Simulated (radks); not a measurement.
Initial-state core-level shifts of neutral lead when its valence configuration changes from [Hg] 6p2. Calculated with a radial shooting solver on a logarithmic mesh with Libxc functionals: Dirac Kohn-Sham, PBEsol, spin-unpolarised, spherical densities, finite nucleus; open shells are shared between the two j in proportion to 2j + 1; Fermi nuclear charge, rms radius 5.5012 fm. Shifts are changes of the shell-averaged eigenvalues in eV (positive: less bound); the change of the density at the nucleus, which sets a Mossbauer isomer shift, is in e/bohr^3, on a base of 2.733e+06.

| valence | 2p | 4s | 4d | 5p | density at nucleus |
|---|---|---|---|---|---|
| [Xe] 4f14 5d10 6s1 6p3 | -1.773 | -1.791 | -1.788 | -1.776 | -241.7 |
| [Xe] 4f14 5d10 6s1.5 6p2.5 | -0.903 | -0.912 | -0.910 | -0.905 | -118.2 |
| [Xe] 4f13 5d10 6s2 6p3 | -21.399 | -20.697 | -19.392 | -8.604 | +319.7 |
| [Xe] 4f14 5d8 6s2 6p4 | -12.193 | -11.832 | -11.808 | -10.338 | +185.7 |
| [Xe] 4f14 5d9 6s2 6p3 | -6.045 | -5.888 | -5.878 | -5.203 | +90.7 |
| [Xe] 4f14 5d8 6s1 6p5 | -13.778 | -13.431 | -13.403 | -11.884 | -112.8 |
| [Xe] 4f14 5d7.5 6s1 6p5.5 | -16.866 | -16.400 | -16.363 | -14.395 | -77.4 |
| [Xe] 4f14 5d8.5 6p5.5 | -12.276 | -12.054 | -12.030 | -10.889 | -449.2 |
| [Xe] 4f13.5 5d10 6s2 6p2.5 | -10.587 | -10.273 | -9.627 | -4.287 | +157.7 |
